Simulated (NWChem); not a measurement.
CH₄GeO₂; SMILES [C]([GeH3])(O)=O

```xyz
8

O      1.1273    -1.6968     0.0000
C      0.1130    -1.0400    -0.0003
O     -1.1239    -1.5986     0.0000
Ge     0.0103     0.9634     0.0000
H     -0.9927    -2.5703     0.0007
H     -0.7608     1.4262    -1.2540
H      1.4548     1.4936    -0.0140
H     -0.7353     1.4251     1.2698
```
Atoms are numbered in this order, from 1.

All runs: NWChem. Medium grid unless said otherwise, to which SCAN and Minnesota functionals are sensitive. Coordinates come from a B3LYP/6-31G* (spherical d) optimisation.

**Question.** Order these by “highest occupied level (eV)”, lowest first: PBE/def2-TZVP; PBE0/def2-TZVP; M06-2X/def2-TZVP.

**Answer.** M06-2X/def2-TZVP (-9.37), PBE0/def2-TZVP (-7.92), PBE/def2-TZVP (-6.44)
